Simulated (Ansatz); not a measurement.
Consider the formal exchange of groups at the Sn–N bond: `C#C[NH][SnH3]` + `CC(F)[SiH3]` → `F[CH]([SiH3])[SnH3]` + `C#CNC`.

Computed with Ansatz on PBE0-D4/def2-TZVP structures; ΔE is electronic, products minus reactants. CCSD(T)/CBS adds triple-zeta CCSD(T) − MP2 to the extrapolated MP2 energy (def2 sets, frozen cores). Functionals use def2-TZVPP. def2 core potentials past Kr. For Sn outer-core shells are correlated without core-valence functions, which leaves a few kJ/mol of doubt a bond.

`C#C[NH][SnH3]`:

```xyz
9

C     0.594   -2.219   -0.787
C     0.728   -1.048   -0.530
N     0.825    0.236   -0.188
Sn   -0.767    1.204    0.656
H     0.502   -3.253   -1.013
H     1.501    0.769   -0.713
H    -1.047    0.430    2.142
H    -0.228    2.811    0.822
H    -2.107    1.070   -0.390
```

`CC(F)[SiH3]`:

Z-matrix (Å, degrees):
```
C
C 1 1.510
H 1 1.092 2 111.2
H 1 1.093 2 110.5 3 120.5
H 1 1.093 2 110.1 3 -120.0
F 2 1.402 1 108.9 3 -63.4
Si 2 1.902 1 114.3 3 57.2
H 2 1.097 1 109.8 3 -179.5
H 7 1.486 2 109.3 1 -57.0
H 7 1.488 2 108.7 1 62.3
H 7 1.484 2 110.1 1 -177.9
```

`F[CH]([SiH3])[SnH3]`:

Z-matrix (Å, degrees):
```
C
Si 1 1.886
Sn 1 2.179 2 114.0
F 1 1.403 2 110.1 3 121.6
H 1 1.096 2 110.1 3 -120.1
H 2 1.489 1 106.9 3 59.9
H 2 1.485 1 109.9 3 -58.7
H 2 1.486 1 111.5 3 179.8
H 3 1.708 1 109.0 2 -68.8
H 3 1.705 1 109.2 2 51.3
H 3 1.704 1 108.1 2 171.4
```

`C#CNC`:

Cartesian coordinates in Å:
```
C -0.327 1.501 -1.579
C 0.164 0.674 -0.856
N 0.678 -0.285 -0.077
C -0.179 -0.875 0.938
H -0.751 2.227 -2.229
H 1.624 -0.109 0.224
H 0.349 -1.708 1.403
H -1.078 -1.263 0.460
H -0.479 -0.161 1.714
```

| species | BHLYP energy (Eh) |
| --- | --- |
| `C#C[NH][SnH3]` | -348.07135 |
| `CC(F)[SiH3]` | -469.74137 |
| `F[CH]([SiH3])[SnH3]` | -645.83147 |
| `C#CNC` | -171.95176 |

Task: Work out ΔE.

Result: ΔE = (-645.83147) + (-171.95176) − (-348.07135) − (-469.74137) = 0.02949 Eh = +0.80 eV. CCSD(T)/CBS gives +0.78 eV.

Task: What do rigid-rotor, harmonic-oscillator terms from PBE0-D4/def2-TZVP frequencies (298.15 K, 1 bar) make of the CCSD(T)/CBS value? (Best estimate.)

Result: Ansatz gave: ΔZPE = +0.01 eV, ΔH = +0.79 eV, ΔS = 2 J/(mol·K), ΔG = +0.78 eV.

Largest T1 diagnostic among the species: 0.014.

Leaving LDA and LC-ωPBE aside and taking each functional with its dispersion term where it has one, the values, not all of them listed here, spread over 0.13 eV, from PBE-D4 to B97M-V. In def2-TZVPP, CCSD(T) changes the Hartree–Fock value by −0.10 eV (the triples alone add −0.01 eV) and MP2 by −0.06 eV. From PBE to PBE0 (25 % exact exchange), in def2-TZVPP and without D4, ΔE moves by +0.04 eV.
